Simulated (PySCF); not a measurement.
**C (carbon, neutral) across methods**

[He] 2s2 2p2, high-spin 3P determinant. Computed with PySCF 2.14 in aug-cc-pwCVDZ (5s4p2d, 27 functions), with the non-relativistic Hamiltonian (point nucleus). The B2PLYP total includes its PT2 part (frozen core); its orbital energies are those of the SCF part.

| method | E (hartree) | mean ε 2s α (eV) | mean ε 2s β (eV) | mean ε 2p α (eV) | Σ⟨r²⟩ (bohr²) | ⟨S²⟩ |
| --- | --- | --- | --- | --- | --- | --- |
| B2PLYP | -37.8196 | -18.722 | -14.405 | -9.156 | 13.96 | 2.005 |
| r2SCAN | -37.8281 | -15.272 | -12.000 | -6.578 | 14.00 | 2.006 |
| LDA | -37.4635 | -14.402 | -11.906 | -6.112 | 14.33 | 2.002 |
| BHandHLYP | -37.8432 | -18.572 | -14.597 | -9.063 | 13.92 | 2.005 |
| M06-2X | -37.8388 | -18.248 | -14.738 | -8.771 | 14.01 | 2.004 |
| UHF | -37.68780 | -22.599 | -15.952 | -11.925 | 13.86 | 2.010 |
| PBE | -37.7920 | -14.477 | -11.938 | -6.090 | 14.27 | 2.003 |
| PBE0 | -37.8013 | -16.646 | -13.286 | -7.645 | 14.06 | 2.004 |

Question: Estimate the same row for TPSSh.

Answer: E (hartree) = -37.8578; mean ε 2s α (eV) = -15.770; mean ε 2s β (eV) = -12.531; mean ε 2p α (eV) = -6.875; Σ⟨r²⟩ (bohr²) = 14.02; ⟨S²⟩ = 2.004.
